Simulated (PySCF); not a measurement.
## Electron correlation in Kr⁺ (krypton, charge +1)

[Ar] 3d10 4s2 4p5, 2P determinant. All numbers are calculated (PySCF 2.14, the spin-free X2C one-electron Hamiltonian (Gaussian nucleus), in cc-pVDZ-DK (5s4p2d, 27 functions)). Frozen: [Ar] 3d10; 7 electrons correlated.

MP2 pair energies summed by pair of shells (mhartree):

| pair | energy | share (%) |
| --- | --- | --- |
| 4p-4p | -63.84 | 68.1 |
| 4s-4p | -24.64 | 26.3 |
| 4s-4s | -5.21 | 5.6 |

Total MP2 correlation energy: -93.69 mhartree.

Same-spin part -23.99 and opposite-spin part -69.70 mhartree; SCS-MP2 scales them by 1/3 and 6/5 to -91.64 mhartree.

| level | correlation energy (mhartree) |
| --- | --- |
| CCSD | -107.50 |
| (T) | -0.81 |
| CCSD(T) | -108.31 |

Diagnostics: T1 = 0.0045, D1 = 0.0155, largest double amplitude 0.049.

Task: Is a single reference adequate?

Result: Yes, within this model without spin-orbit coupling: T1 lies below 0.03 and no double amplitude reaches 0.07.
